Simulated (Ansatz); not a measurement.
C2H8BOP (SMILES COB(C)P), singlet, at a GFN2-xTB geometry; MP2/def2-TZVPPD (Ansatz, a first-principles code).

Here is a job for Ansatz.
Ansatz 0.2 input:
```yaml
crystal:
  periodic: [false, false, false]
  atoms:
    - {symbol: B, position_ang: [0.33150682, -0.24512966, 0.34302315]}
    - {symbol: C, position_ang: [1.23011437, -0.59382356, 1.60406533]}
    - {symbol: H, position_ang: [1.80640893, -1.50273220, 1.45518237]}
    - {symbol: H, position_ang: [0.61929428, -0.73085556, 2.49512374]}
    - {symbol: H, position_ang: [1.92306452, 0.21627247, 1.82563034]}
    - {symbol: O, position_ang: [0.28606089, -1.12789413, -0.64375693]}
    - {symbol: C, position_ang: [-0.42030954, -0.99077478, -1.85053899]}
    - {symbol: H, position_ang: [-0.76349476, 0.03922708, -1.99945058]}
    - {symbol: H, position_ang: [0.24330121, -1.27594663, -2.66890262]}
    - {symbol: H, position_ang: [-1.28295400, -1.66147161, -1.83786733]}
    - {symbol: P, position_ang: [-0.59198122, 1.46887605, 0.25134040]}
    - {symbol: H, position_ang: [-0.60106680, 1.70423564, 1.61123499]}
    - {symbol: H, position_ang: [-1.86968538, 0.93452143, 0.26272469]}
basis:
  gaussian:
    orbitals: def2-TZVPPD.json
magnetization: {spin_polarized: false}
correlation: {method: mp2}
```
The basis file holds def2-TZVPPD in the JSON format of the Basis Set Exchange.

It wrote (shortened):

```
Functional definition: HF
1918 factors; integrals over basis functions are off by at most 1.1e-3 eV
mean field evaluation 1: about -14167.6692 eV, gradient 3.9e1 eV
mean field evaluation 2: about -14167.8499 eV, gradient 3.9e1 eV
mean field evaluation 4: about -14171.7877 eV, gradient 5.2e0 eV
mean field evaluation 8: about -14171.8829 eV, gradient 3.6e-1 eV
mean field evaluation 16: about -14171.8840 eV, gradient 1.8e-6 eV
mean field -14171.88400761 eV, -520.8071312318 hartree, gradient 1.8e-6 eV, S^2 0.000000; 0 other end points of the search recorded, 0 dependent functions left out
9 core orbitals not correlated
reference -14171.88400761 eV, -520.8071312318 hartree; 15, 15 occupied and 311, 311 virtual orbitals, 1918 factors
second order -23.09551155 eV of doubles, -0.00000000 eV of singles
Total energy: -14194.97951916 eV, -521.6558756265 hartree
```
